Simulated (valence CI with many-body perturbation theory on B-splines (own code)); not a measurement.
# Questions on Ce51+

Calculated by valence CI with perturbative core correlation (CI+MBPT): five valence electrons over a frozen Dirac-Fock core [He], a basis of 9 s, 9 p, 8 d, 6 f, 3 g, 1 h functions for each j, with the one-electron correlation potential Σ1, the two-electron term Σ2, the three-electron term Σ3, Breit, model QED; selected CI, second order for the rest (own B-spline code, finite nucleus).

No measured spectrum was set against this ion. As an estimate, large intervals hold to a few tenths of a per cent, small ones and those within an open d or f shell to about a per cent. Among the levels kept, up to 3900 cm⁻¹ of a level comes from second order outside the variational space, and about a tenth of that is noise between levels of different J, which matters for small intervals.

Levels are named by their leading jj configuration (3d3/2^4 stands for four electrons in 3d with j = 3/2), which in mixed levels can hold well under half, so a name can repeat and another be missing.

Rates and lifetimes use the calculated energies. Strong lines usually hold to 10 to 20 %, long lifetimes can be off by a factor of two.

(1) What is the ground level?

(2) Where does the other parity begin?

(3) What is the ionisation energy?

(4) Among levels below 6239.2 eV, which E1 lines absorb most strongly from the ground level?

(5) What are the static dipole polarisabilities of the lowest levels?

Results:

(1) (2s^2 2p1/2^2 2p3/2) J=3/2, composition 47 % 2s²2p³ ²P° + 26 % 2s²2p³ ²D° + 26 % 2s²2p³ ⁴S°, g = 1.346.

(2) At (2s 2p1/2^2 2p3/2^2) J=5/2, 689.7 eV.

(3) 9802.6 eV; NIST lists 9803 ± 4 eV (theoretical).

(4) to (2s^2 2p1/2^2 3d5/2) J=5/2 at 0.2192 nm, f = 0.534; to (2s^2 2p1/2 2p3/2 3d3/2) J=5/2 at 0.2033 nm, f = 0.363; to (2s 2p1/2^2 2p3/2 3p1/2) J=5/2 at 0.2044 nm, f = 0.322.

(5) (2s^2 2p1/2^2 2p3/2) J=3/2 0.000258 (tensor 5.1e-05) bohr³, of which the core gives 6.70e-07.
